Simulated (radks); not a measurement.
Results of a calculation; reference values are marked as such.
Q: The chlorine ion Cl+, configuration [Ne] 3s2 3p4. Level of theory: scalar-relativistic Kohn-Sham, LDA (Slater exchange, VWN5 correlation), spin-polarised, spherical densities, finite nucleus; open shells are filled with parallel spins first; Fermi nuclear charge, rms radius 3.3654 fm; hard spherical wall at 2 bohr (a radial shooting solver on a logarithmic mesh with Libxc functionals). Some entries of the table are withheld. Estimate them.

orbital,occ.,eigenvalue (eV),<1/r> (bohr^-1)
1s up,1,-2707.572,16.62
1s down,1,-2706.635,16.63
2s up,1,-226.7012,3.255
2s down,1,-225.7725,3.256
2p up,3,-165.7863,3.155
2p down,3,-164.6141,3.154
3s up,1,4.8241,1.235
3s down,1,7.7722,1.234
3p up,3,21.9799,1.208
3p down,1,24.9263,1.206
3d up,0,44.2502,1.003
3d down,0,47.0248,1.006
4s up,0,164.5104,(1)
4s down,0,166.7020,(2)
4p up,0,173.0381,(3)
4p down,0,175.2051,(4)

A: 
(1) 4s up <1/r> (bohr^-1): 1.464
(2) 4s down <1/r> (bohr^-1): 1.466
(3) 4p up <1/r> (bohr^-1): 1.443
(4) 4p down <1/r> (bohr^-1): 1.445
